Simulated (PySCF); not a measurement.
Species: C2H5B2N.
Bonds: C1–C2 (triple), C2–B3, B3–B4, B4–N5. Hydrogens: H6 on C1; H7 on B3; H8 on B4; H9, H10 on N5.

Torsions of this conformer, `[CH:1]#[C:2][BH:3][BH:4][NH2:5]`: C2–B3–B4–N5 87°, H–N5–B4–B3 179°, H–N5–B4–B3 -1°.

The closed-shell ground state was solved at several levels (PySCF, density fitting, gas phase, non-relativistic). Geometry: PBE0-D3(BJ)/def2-SVP, one conformer, isolated molecule.

```tsv
level	basis functions	total energy (Eh)	HOMO (eV)	LUMO (eV)	gap (eV)	dipole (D)
LC-wPBE/def2-SVPD	140	-183.3550	-10.00	0.16	10.16	1.92
LDA/pcSseg-2	250	-181.9383	-6.18	-3.27	2.91	2.08
PBE0/6-31G	55	-183.3446	-6.99	-1.67	5.32	2.18
PBE0/cc-pVTZ	220	-183.4497	-7.24	-2.04	5.20	2.03
BHandHLYP/pcSseg-2	250	-183.5895	-8.40	-1.06	7.34	1.86
LC-wPBE/pcSseg-2	250	-183.5487	-9.99	0.13	10.12	1.93
PBE0/pcSseg-0	55	-182.9936	-7.28	-1.97	5.31	2.23
mPW1PW91/pcSseg-2	250	-183.6432	-7.31	-2.09	5.22	1.96
PBE0/def2-SVP	95	-183.2515	-7.15	-1.93	5.22	2.19
```

(1) What might B3LYP/def2-SVPD (140 basis functions) give for the same quantities?

(2) Over all these levels, which gives the widest orbital gap and which the narrowest?

(3) How much does the basis alone move the frontier levels among the 4 PBE0 rows?

(4) In the pcSseg-2 basis, how does the gap go with the fixed share of exact exchange?

(5) How far do the dipole and the HOMO energy spread over the levels?

Answers

(1) Total energy -183.5151 Eh, HOMO -7.10 eV, LUMO -2.27 eV, gap 4.83 eV, dipole 1.93 D.

(2) LC-wPBE/def2-SVPD (range-separated hybrid) has the widest, 10.16 eV, and LDA/pcSseg-2 (LDA) the narrowest, 2.91 eV. Functional and basis both differ between the two, so the spread mixes both effects.

(3) The HOMO by 0.29 eV and the LUMO by 0.37 eV. By rising basis size (HOMO, LUMO in eV): 6-31G -6.99, -1.67; pcSseg-0 -7.28, -1.97; def2-SVP -7.15, -1.93; cc-pVTZ -7.24, -2.04.

(4) LDA (0 %) 2.91 eV; mPW1PW91 (25 %) 5.22 eV; BHandHLYP (50 %) 7.34 eV. Each rise in the share widens the gap here.

(5) The dipole runs from 1.86 to 2.23 D (mean 2.03 D) and the HOMO from -10.00 to -6.18 eV.
